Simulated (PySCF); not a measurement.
# Radial density of Yb (ytterbium, neutral)

r2SCAN0, [Xe] 4f13 6s2 6p1, one real determinant (an excited configuration). Calculation: PySCF 2.14, in cc-pVTZ-X2C; scalar relativity by spin-free X2C-1e.

```json
{"r (bohr)": "0.0170", "4πr²ρ (e/bohr)": "91.96", "4πr²(ρα − ρβ)": "0.0016"}
{"r (bohr)": "0.0287", "4πr²ρ (e/bohr)": "84.43", "4πr²(ρα − ρβ)": "0.0041"}
{"r (bohr)": "0.0482", "4πr²ρ (e/bohr)": "118.5", "4πr²(ρα − ρβ)": "0.0053"}
{"r (bohr)": "0.0811", "4πr²ρ (e/bohr)": "112.1", "4πr²(ρα − ρβ)": "0.0039"}
{"r (bohr)": "0.136", "4πr²ρ (e/bohr)": "104.8", "4πr²(ρα − ρβ)": "0.0784"}
{"r (bohr)": "0.229", "4πr²ρ (e/bohr)": "86.55", "4πr²(ρα − ρβ)": "0.4923"}
{"r (bohr)": "0.386", "4πr²ρ (e/bohr)": "60.30", "4πr²(ρα − ρβ)": "1.3740"}
{"r (bohr)": "0.649", "4πr²ρ (e/bohr)": "42.73", "4πr²(ρα − ρβ)": "1.2307"}
{"r (bohr)": "1.09", "4πr²ρ (e/bohr)": "14.80", "4πr²(ρα − ρβ)": "0.4528"}
{"r (bohr)": "1.84", "4πr²ρ (e/bohr)": "3.936", "4πr²(ρα − ρβ)": "0.0044"}
{"r (bohr)": "3.09", "4πr²ρ (e/bohr)": "1.043", "4πr²(ρα − ρβ)": "0.2017"}
{"r (bohr)": "5.20", "4πr²ρ (e/bohr)": "0.4183", "4πr²(ρα − ρβ)": "0.2102"}
{"r (bohr)": "8.74", "4πr²ρ (e/bohr)": "0.02294", "4πr²(ρα − ρβ)": "0.0197"}
{"r (bohr)": "14.7", "4πr²ρ (e/bohr)": "0.0001050", "4πr²(ρα − ρβ)": "0.0001"}
```

Densities and radii are taken from the X2C orbitals without a picture-change correction, which distorts them close to the nucleus.

⟨L²⟩ = 14.73 against 20 for a pure G term, so this real determinant mixes terms. Spin-orbit coupling, absent here, splits the open shell strongly. ⟨S²⟩ = 2.22 against 2.00 shows spin contamination.
